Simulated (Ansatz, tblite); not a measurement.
Isomers of Al$_{6}$Ge (singlet), found by a short tight-binding search and relaxed with B3LYP-D4/def2-SVP in Ansatz.

The xTB rows come from tblite. Correlated methods freeze 39 core orbitals; core or outer-core shells of Ge are correlated, in sets that lack core-valence functions.

Run but left out: HF/def2-SVP (A: restricted singlet, unstable towards broken spin symmetry); HF/def2-TZVP (A: restricted singlet, unstable in another Hartree–Fock run and untested here).

A: The restricted singlet is unstable towards broken spin symmetry in Hartree–Fock (as tested in another run); at PBE-D4/def2-TZVP, BLYP-D4/def2-TZVP, r2SCAN-D4/def2-TZVP, PBE0-D4/def2-TZVP this wasn't settled. At CCSD(T)/def2-SVP T1 of the charge 0 singlet is large (up to 0.024), so the single-reference result is doubtful. At CCSD(T)/def2-SVP the restricted singlet (for correlated methods, its reference) is unstable: a solution with broken spin symmetry lies lower. B: The restricted singlet is unstable towards broken spin symmetry in Hartree–Fock (as tested in another run); at PBE-D4/def2-TZVP, BLYP-D4/def2-TZVP, r2SCAN-D4/def2-TZVP, PBE0-D4/def2-TZVP this wasn't settled. At CCSD(T)/def2-SVP T1 of the charge 0 singlet is large (up to 0.024), so the single-reference result is doubtful. At CCSD(T)/def2-SVP the restricted singlet (for correlated methods, its reference) is unstable: a solution with broken spin symmetry lies lower.

Other spin states weren't relaxed.

A:

| atom | x (Å) | y (Å) | z (Å) |
| --- | --- | --- | --- |
| Ge1 | -1.600 | -0.549 | 1.869 |
| Al2 | -0.348 | -1.636 | -0.034 |
| Al3 | -1.615 | 0.742 | -0.470 |
| Al4 | 0.468 | 2.150 | 0.030 |
| Al5 | 0.962 | 0.150 | 1.559 |
| Al6 | 2.031 | -0.648 | -0.718 |
| Al7 | 0.101 | -0.210 | -2.236 |

B:

Cartesian coordinates in Å:
```
Ge 1.5358 -2.0187 -0.6178
Al 1.6635 0.5343 -0.0837
Al -0.0684 1.3092 1.6940
Al -0.4822 -0.6491 -1.5490
Al -0.1513 -1.2436 1.2173
Al -0.3828 1.8790 -0.9538
Al -2.1146 0.1888 0.2930
```

Question: Estimate which lies lowest at each level, and how far above it the others are (kJ/mol).

Answer: 
```json
{"level": "GFN2-xTB", "A": "89.2", "B": "0.0"}
{"level": "PBE-D4/def2-TZVP", "A": "19.0", "B": "0.0"}
{"level": "BLYP-D4/def2-TZVP", "A": "4.2", "B": "0.0"}
{"level": "r2SCAN-D4/def2-TZVP", "A": "25.6", "B": "0.0"}
{"level": "PBE0-D4/def2-TZVP", "A": "19.3", "B": "0.0"}
{"level": "MP2/def2-SVP", "A": "35.6", "B": "0.0"}
{"level": "CCSD/def2-SVP", "A": "9.8", "B": "0.0"}
{"level": "CCSD(T)/def2-SVP", "A": "16.4", "B": "0.0"}
```
Point groups (tolerance 0.1 Å): A Cs, B C3v. Lower isomers may exist.
